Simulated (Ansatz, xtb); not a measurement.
Isomers of C4H2F3O+ in order of energy

4 gas-phase structures of C4H2F3O+, from a drawn sample of its isomers (lower ones may exist). Each was relaxed with GFN2-xTB:

A. `[O+]#CCC(F)=C(F)F`, a singlet
B. `FC(F)(F)O[c+]1cc1`, a singlet
C. `[O+]#C/C=C/C(F)(F)F`, a singlet
D. `FCOc1c(F)[c+]1F`, a singlet

Problem. Which do you expect lowest at r2SCAN-D4/def2-SVP, and how would the others follow?

Solution. Calculated order at r2SCAN-D4/def2-SVP: C (0.000), B (0.828), A (0.846), D (2.067) eV. Less than 1 kcal/mol parts B and A, so the order within that pair means little.

Energies above the lowest of each column, in eV; the last columns are at B3LYP/def2-SVP geometries and were run for some of them only (a dash: not run or not comparable):

| structure | GFN2-xTB | HF/STO-3G | r2SCAN-D4/def2-SVP | B3LYP/def2-SVP | CCSD(T)/def2-SVP + ΔMP2/def2-TZVPP |
| --- | --- | --- | --- | --- | --- |
| C | 0.000 | 0.000 | 0.000 | 0.000 | 0.000 |
| B | 0.635 | 0.175 | 0.828 | 0.994 | 1.145 |
| A | 0.127 | 0.465 | 0.846 | 0.935 | 0.932 |
| D | 1.369 | 0.811 | 2.067 | – | – |

Every level run on C puts it lowest or level with the lowest. CCSD(T)/def2-SVP + ΔMP2/def2-TZVPP orders those it was run on as C (0.000), A (0.932), B (1.145) eV. Flexible structures stand in one conformer each, not always the lowest. Frequencies (GFN2-xTB) were run for A, B, C alone. ΔMP2 is the change of the MP2 energy from the smaller to the larger basis.

Over these structures GFN2-xTB departs from r2SCAN-D4/def2-SVP by 0.306 eV on average once a common shift is removed. A GFN2-xTB relaxation took about 0.18 s and the r2SCAN-D4/def2-SVP energy about 2 s on a shared host (Ansatz 0.2.0, xtb 6.7.1).
